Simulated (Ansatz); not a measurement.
HfO, singlet, geometry from GFN2-xTB (such geometries of metal compounds can be far from the true shape) (core potentials on Hf). Base run: B3LYP/def2-SVP run with Ansatz (an electronic-structure program).

Geometry (Å):
```xyz
2

Hf     0.0000     0.0000    -0.1731
O      0.0000     0.0000     1.5576
```
Charge 0, spin multiplicity 1.
All else is at Ansatz's defaults.

Each row names what was changed in the base input (with any setting that the change needs).

| change | basis functions | E (Eh) |
|---|---|---|
| base | 46 | -123.17564 |
| basis = def2-SV(P) | 39 | -123.16516 |
| basis = def2-SVPD | 58 | -123.18247 |
| basis = def2-TZVP | 71 | -123.27806 |
| basis = def2-TZVPD | 83 | -123.27869 |
| basis = def2-TZVPP | 87 | -123.28021 |
| basis = def2-QZVP | 129 | -123.28529 |
| basis = def2-QZVPP | 138 | -123.28544 |

Totals compare only among sets that treat the same electrons; sets with core potentials leave the core out.
